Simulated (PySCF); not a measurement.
**Bond length, frequency and bond energy of AlBi⁺ by level of theory**

State: ⁴Σ⁻ (quartet), unpaired electrons σ ↑, π ↑↑. Set-up: PySCF, scalar-relativistic core potentials, basis sets Al def2-SVPD, Bi def2-SVPD with ECP60. De refers to Al⁺ + Bi in their high-spin ground configurations, without counterpoise correction. The functionals are run spin-unrestricted. A positive dipole points towards Bi; it is taken about the centre of mass and depends on that origin. Levels whose curve was spin-contaminated or gave no clean fit are not listed.

| Level | Re (Å) | ωe (cm⁻¹) | De (eV) | μ (D) |
| --- | --- | --- | --- | --- |
| ROHF-CCSD | 3.058 | 125 | n/a | n/a |
| ROHF-CCSD(T) | 3.018 | 134 | n/a | n/a |
| LDA | 2.804 | 204 | n/a | -5.94 |
| PBE | 2.877 | 182 | n/a | -6.07 |
| r²SCAN | 2.859 | 186 | n/a | -6.28 |
| r²SCANh | 2.863 | 184 | n/a | -6.39 |
| PBE0 | 2.879 | 177 | n/a | -6.37 |
| B97-3 | 2.913 | 168 | n/a | -6.52 |

Q: What does the step from GGA to meta-GGA do here, going from PBE to r²SCAN?

A: r²SCAN less PBE: -1.8 pm in Re, +2.2 % in ωe. 

Q: What does the gradient correction do here, going from LDA to PBE?

A: PBE less LDA: +7.3 pm in Re, -10.8 % in ωe. The gradient correction favours the more uneven density of free atoms, so it tends to lengthen bonds and takes away much of the overbinding of LDA; so it does here.

Q: What does the triples do here, going from ROHF-CCSD to ROHF-CCSD(T)?

A: ROHF-CCSD(T) less ROHF-CCSD: -4.0 pm in Re, +7.2 % in ωe. Correlation nearly always deepens the well. The bond shortens, as in weak, metallic or heavy-atom bonds, where dispersion and the correlation of outer-core electrons pull the atoms together.

Correlated steps freeze 9 core orbitals. Spin–orbit coupling is left out, which matters for elements this heavy, above all for dissociation energies. The state was picked by a PBE0 search and need not be the measured ground state.

The whole job (state search and all levels along the bond) took about 2.5 min on 1 thread of Oxide Virtual Turin-like (shared host), peak memory 0.71 GiB.
